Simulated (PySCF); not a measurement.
thionyl fluoride (F2OS), singlet, geometry from GFN2-xTB, with bond 4-2 at 2.0 times its length; B3LYP/3-21G in PySCF.

PySCF was given this input:
```python
from pyscf import gto, scf, dft

mol = gto.M(
    atom='''
O     1.364314   -0.149536   -0.377770
S     0.202538   -0.006309    0.407834
F    -0.666917    1.265417   -0.235497
F    -2.014289   -2.236251   -0.715327
''',
    basis='3-21g',
    charge=0,
    spin=0,
    verbose=4,
)

mf = dft.RKS(mol)
mf.xc = 'b3lyp'
mf.init_guess = '1e'
mf.kernel()
```

The log (banner, timings and long lists left out):

```
PySCF version 2.14.0

[INPUT] verbose = 4
[INPUT] num. atoms = 4
[INPUT] num. electrons = 42
[INPUT] charge = 0
[INPUT] spin (= nelec alpha-beta = 2S) = 0
[INPUT] symmetry False subgroup None
[INPUT] Mole.unit = angstrom
[INPUT] Symbol           X                Y                Z      unit          X                Y                Z       unit  Magmom
[INPUT]  1 O      1.364314000000  -0.149536000000  -0.377770000000 AA    2.578179807910  -0.282582085763  -0.713881838077 Bohr   0.0
[INPUT]  2 S      0.202538000000  -0.006309000000   0.407834000000 AA    0.382741349817  -0.011922282120   0.770694564286 Bohr   0.0
[INPUT]  3 F     -0.666917000000   1.265417000000  -0.235497000000 AA   -1.260290477817   2.391291563369  -0.445024833157 Bohr   0.0
[INPUT]  4 F     -2.014289000000  -2.236251000000  -0.715327000000 AA   -3.806454545724  -4.225901935785  -1.351772119507 Bohr   0.0

nuclear repulsion = 152.771564058278
number of shells = 22
number of NR pGTOs = 72
number of NR cGTOs = 40
basis = 3-21g
ecp = {}

******** <class 'pyscf.dft.rks.RKS'> ********
method = RKS
initial guess = 1e
damping factor = 0
level_shift factor = 0
DIIS = <class 'pyscf.scf.diis.CDIIS'>
diis_start_cycle = 1
diis_space = 8
diis_damp = 0
SCF conv_tol = 1e-09
SCF conv_tol_grad = None
SCF max_cycles = 50
direct_scf = True
direct_scf_tol = 1e-13
XC library pyscf.dft.libxc version 7.1.2
    S. Lehtola, C. Steigemann, M. J. T. Oliveira, and M. A. L. Marques,  SoftwareX 7, 1–5 (2018)
XC functionals = b3lyp
    P. J. Stephens, F. J. Devlin, C. F. Chabalowski, and M. J. Frisch,  J. Phys. Chem. 98, 11623 (1994)
radial grids:
    Treutler-Ahlrichs [JCP 102, 346 (1995); DOI:10.1063/1.469408] (M4) radial grids

becke partition: Becke, JCP 88, 2547 (1988); DOI:10.1063/1.454033
pruning grids: <function nwchem_prune>
grids dens level: 3
symmetrized grids: False
atomic radii adjust function: <function treutler_atomic_radii_adjust>
small_rho_cutoff = 0
Set gradient conv threshold to 3.16228e-05
Initial guess from hcore.
  HOMO = -14.9079024552797  LUMO = -14.5742120105186  gap/eV = 9.08018
tot grids = 61488
init E= -632.572772664891
  HOMO = 1.31675504611841  LUMO = 1.63406817785792  gap/eV = 8.63453
cycle= 1 E= -594.163900496678  delta_E= 38.4  |g|= 6.57  |ddm|= 16.9
  HOMO = -1.92500930849009  LUMO = -1.82927013789553  gap/eV = 2.60520
cycle= 2 E= -625.03575618062  delta_E= -30.9  |g|= 8.83  |ddm|= 16.4
  HOMO = -0.296900440562927  LUMO = -0.0085148180811867  gap/eV = 7.84737
cycle= 3 E= -638.871329082671  delta_E= -13.8  |g|= 5.31  |ddm|= 11.2
  HOMO = -0.111697729029012  LUMO = 0.123027803999844  gap/eV = 6.38721
cycle= 4 E= -665.355843156768  delta_E= -26.5  |g|= 4.67  |ddm|= 14.6
  HOMO = -0.377466295311172  LUMO = -0.13992172015146  gap/eV = 6.46392
cycle= 5 E= -667.813171446659  delta_E= -2.46  |g|= 2.68  |ddm|= 1.83
  HOMO = -0.17618671627038  LUMO = 0.0593924200802527  gap/eV = 6.41043
cycle= 6 E= -655.454517030673  delta_E= 12.4  |g|= 3.29  |ddm|= 7.31
  HOMO = -0.1140664099591  LUMO = -0.0500403949840793  gap/eV = 1.74224
cycle= 7 E= -655.794795820604  delta_E= -0.34  |g|= 3.17  |ddm|= 0.757
  HOMO = -0.137809304478862  LUMO = -0.131839695749989  gap/eV = 0.16244
cycle= 8 E= -663.838891790051  delta_E= -8.04  |g|= 2.51  |ddm|= 6.57

WARN: HOMO -0.181113511595145 == LUMO -0.180479597403579

cycle= 9 E= -668.046622424696  delta_E= -4.21  |g|= 1.79  |ddm|= 2.76
  HOMO = -0.24667102589945  LUMO = -0.125378954677498  gap/eV = 3.30053
cycle= 10 E= -668.330740919033  delta_E= -0.284  |g|= 2.04  |ddm|= 2.55
  HOMO = -0.0647616258133263  LUMO = -0.0549610190986232  gap/eV = 0.26669
cycle= 11 E= -663.952020413412  delta_E= 4.38  |g|= 2.67  |ddm|= 3.86
  HOMO = -0.0893432351585774  LUMO = -0.0794563114637188  gap/eV = 0.26904
cycle= 12 E= -664.118715265543  delta_E= -0.167  |g|= 2.69  |ddm|= 0.264
  HOMO = -0.230799045822626  LUMO = -0.186644771439167  gap/eV = 1.20150
cycle= 13 E= -669.084091823754  delta_E= -4.97  |g|= 0.761  |ddm|= 3.97
  HOMO = -0.281591321203461  LUMO = -0.177593795419095  gap/eV = 2.82992
cycle= 14 E= -669.037921623686  delta_E= 0.0462  |g|= 0.907  |ddm|= 0.724
  HOMO = -0.219419338101554  LUMO = -0.204589548588991  gap/eV = 0.40354
cycle= 15 E= -669.206539721396  delta_E= -0.169  |g|= 0.543  |ddm|= 0.547
  HOMO = -0.206225511600094  LUMO = -0.198837622160509  gap/eV = 0.20103
cycle= 16 E= -668.580492601721  delta_E= 0.626  |g|= 1.12  |ddm|= 2.28
  HOMO = -0.227598801969715  LUMO = -0.218483761045695  gap/eV = 0.24803
cycle= 17 E= -669.277697636066  delta_E= -0.697  |g|= 0.407  |ddm|= 2.11
  HOMO = -0.24627140235904  LUMO = -0.20730243375508  gap/eV = 1.06040
cycle= 18 E= -669.224616453126  delta_E= 0.0531  |g|= 0.549  |ddm|= 0.237
  HOMO = -0.229600469541852  LUMO = -0.196858274489692  gap/eV = 0.89096
cycle= 19 E= -669.234640383232  delta_E= -0.01  |g|= 0.579  |ddm|= 1.15
  HOMO = -0.245666198368067  LUMO = -0.205779857210868  gap/eV = 1.08536
cycle= 20 E= -669.333448869331  delta_E= -0.0988  |g|= 0.0395  |ddm|= 0.542
  HOMO = -0.252366902958202  LUMO = -0.20636176770893  gap/eV = 1.25186
cycle= 21 E= -669.334452469326  delta_E= -0.001  |g|= 0.0333  |ddm|= 0.148
  HOMO = -0.254808272507256  LUMO = -0.205416624524843  gap/eV = 1.34402
cycle= 22 E= -669.331531731128  delta_E= 0.00292  |g|= 0.112  |ddm|= 0.118
  HOMO = -0.255067583406647  LUMO = -0.205422551476806  gap/eV = 1.35091
cycle= 23 E= -669.331208088429  delta_E= 0.000324  |g|= 0.117  |ddm|= 0.00717
  HOMO = -0.254103714136677  LUMO = -0.205558568782105  gap/eV = 1.32098
cycle= 24 E= -669.333616384599  delta_E= -0.00241  |g|= 0.0752  |ddm|= 0.0421
  HOMO = -0.254915761679156  LUMO = -0.204109428727985  gap/eV = 1.38251
cycle= 25 E= -669.335146582542  delta_E= -0.00153  |g|= 0.0624  |ddm|= 0.289
  HOMO = -0.256309907790866  LUMO = -0.204553071818297  gap/eV = 1.40838
cycle= 26 E= -669.336409879955  delta_E= -0.00126  |g|= 0.00835  |ddm|= 0.0865
  HOMO = -0.257175952960029  LUMO = -0.205036808862867  gap/eV = 1.41878
cycle= 27 E= -669.336462263789  delta_E= -5.24e-05  |g|= 0.0171  |ddm|= 0.083
  HOMO = -0.256784612338407  LUMO = -0.204663548010738  gap/eV = 1.41829
cycle= 28 E= -669.336487174972  delta_E= -2.49e-05  |g|= 0.018  |ddm|= 0.0553
  HOMO = -0.256832563612431  LUMO = -0.204664129457056  gap/eV = 1.41958
cycle= 29 E= -669.336472285499  delta_E= 1.49e-05  |g|= 0.0211  |ddm|= 0.0438
  HOMO = -0.256939207718034  LUMO = -0.204682200790229  gap/eV = 1.42199
cycle= 30 E= -669.33655704547  delta_E= -8.48e-05  |g|= 0.0125  |ddm|= 0.0107
  HOMO = -0.257012281202659  LUMO = -0.204735932166584  gap/eV = 1.42251
cycle= 31 E= -669.33658848609  delta_E= -3.14e-05  |g|= 0.00719  |ddm|= 0.0076
  HOMO = -0.257105456167555  LUMO = -0.20482840885559  gap/eV = 1.42253
cycle= 32 E= -669.336603806055  delta_E= -1.53e-05  |g|= 0.00107  |ddm|= 0.0061
  HOMO = -0.257117217886201  LUMO = -0.204834817482468  gap/eV = 1.42268
cycle= 33 E= -669.336604278984  delta_E= -4.73e-07  |g|= 8.47e-05  |ddm|= 0.00426
  HOMO = -0.257117150367825  LUMO = -0.204838309113852  gap/eV = 1.42258
cycle= 34 E= -669.33660428748  delta_E= -8.5e-09  |g|= 7.96e-05  |ddm|= 0.000723
  HOMO = -0.257117476342898  LUMO = -0.204838139982868  gap/eV = 1.42259
cycle= 35 E= -669.336604293346  delta_E= -5.87e-09  |g|= 3.56e-05  |ddm|= 0.000476
  HOMO = -0.257118603026009  LUMO = -0.204838430737304  gap/eV = 1.42262
cycle= 36 E= -669.336604295891  delta_E= -2.54e-09  |g|= 2.86e-06  |ddm|= 0.000635
  HOMO = -0.257118423972402  LUMO = -0.204838238535202  gap/eV = 1.42262
cycle= 37 E= -669.336604296033  delta_E= -1.43e-10  |g|= 3.44e-06  |ddm|= 0.000173
  HOMO = -0.257119340459469  LUMO = -0.204838413453126  gap/eV = 1.42264
Extra cycle  E= -669.336604295251  delta_E= 7.82e-10  |g|= 5.32e-05  |ddm|= 5.25e-05
converged SCF energy = -669.336604295251
```
